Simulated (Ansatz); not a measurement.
Spin states of CrF2 (SMILES [F][Cr][F]), each relaxed at B3LYP-D3(BJ)/def2-TZVP; lowest solutions found, singlets restricted, no spin–orbit coupling, no relativity up to Kr.
Multiplicity 5 (charge 0, multiplicity 5):
```xyz
3

Cr     0.322     0.226     0.151
F     -0.379     1.136    -1.204
F      0.024    -1.315     0.983
```
Multiplicity 1 (charge 0, multiplicity 1):
```xyz
3

Cr     0.30393     0.21490     0.14172
F     -0.36601     1.11677    -1.17677
F      0.02891    -1.28430     0.96473
```

Programs: Ansatz (a first-principles code). Values without a source in brackets are computed.

The energy of multiplicity 1 less that of multiplicity 5 (kcal/mol) and the share of exact exchange:

```csv
functional,exact exchange (%),value
PBE/def2-TZVPP,0,64.47
PBE0/def2-TZVPP,25,76.53
BLYP/def2-TZVPP,0,55.52
B3LYP/def2-TZVPP,20,64.74
BHLYP/def2-TZVPP,50,75.81
r2SCAN/def2-TZVPP,0,76.08
r2SCANh/def2-TZVPP,10,79.90
```

Task: Take the value as linear in the share of exact exchange along PBE and PBE0. Give the slope, say whether the sign turns, and set the other functionals against that line.

Result: 
Slope: (76.53 − (64.47))/2.5 = 4.82 kcal/mol for each 10 %. The line keeps its sign from 0 to 100 %. At 50 % it gives 88.6 kcal/mol. The LYP pair gives (75.81 − (55.52))/5 = 4.06 for each 10 %. BHLYP, at 50 %, lies -12.8 from the PBE line. B3LYP, at 20 %, lies -9.4 from the PBE line. r2SCAN, with none, stands 11.6 from PBE. The r2SCAN pair gives 3.81 for 10 %.
